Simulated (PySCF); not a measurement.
Sn(vinyl)3Br, C₆H₉BrSn.
Structure used (PBE0-D3(BJ)/def2-SVP), in Å, numbered top down from 1:
```xyz
17
C6H9BrSn angstrom
Sn     0.075    0.091    0.034
C     -0.313   -0.111    2.124
C     -1.084   -1.081    2.620
H      0.144    0.617    2.806
H     -1.558   -1.831    1.976
H     -1.275   -1.170    3.696
C      2.134   -0.138   -0.480
C      2.573   -1.175   -1.197
H      2.847    0.618   -0.129
H      1.894   -1.954   -1.564
H      3.633   -1.292   -1.450
C     -0.896    1.769   -0.859
C     -1.908    1.628   -1.718
H     -0.554    2.775   -0.586
H     -2.282    0.642   -2.017
H     -2.409    2.496   -2.164
Br    -1.049   -1.885   -1.033
```

Theory: PBE0-D3(BJ)/def2-SVP geometry optimisation, gas phase, def2 core potentials past Kr in PySCF 2.14.0.

(1) Which atoms are bound to Sn1, and at what distances?

(2) List the angles at Sn1.

(3) What is the shape at Sn1?

(4) What are the other bond lengths?

(5) Give some angles away from the centre.

## Answers

(1) 4 atoms: C7 2.135 Å, C12 2.135 Å, C2 2.135 Å, Br17 2.511 Å. The nearest atom not counted as bound is H4, at 2.82 Å (others tie with it).

(2) 
| angle | degrees | distance of the outer atoms (Å) |
| --- | --- | --- |
| C7–Sn1–C12 | 115.0 | 3.60 |
| C2–Sn1–C12 | 113.6 | 3.57 |
| C2–Sn1–C7 | 113.6 | 3.57 |
| C2–Sn1–Br17 | 105.1 | 3.70 |
| C7–Sn1–Br17 | 104.2 | 3.67 |
| C12–Sn1–Br17 | 103.7 | 3.66 |

(3) Distorted tetrahedral: angles from 103.7° to 115.0°; τ4 = (360° − α − β)/141° = 0.93 with α and β the two widest (0 for a square, 1 for a tetrahedron).

(4) C2–C3, C7–C8, C12–C13 1.335 Å; C2–H4, C7–H9, C12–H14 1.097 Å; C3–H5, C8–H10, C13–H15 1.096 Å; C3–H6 1.097 Å; C8–H11 1.097 Å; C13–H16 1.097 Å.

(5) Sn1–C2–C3 122.5°.

Charge 0, singlet. Stationary, but not proved a minimum.

Time: 13 min of wall time; peak memory 0.88 GiB. Hardware: one thread, Intel Xeon at 2.50 GHz (x86_64), shared host with 64 logical CPUs at a one-minute load of 62. That covers the optimisation of the geometry.

One conformer stands for the species.
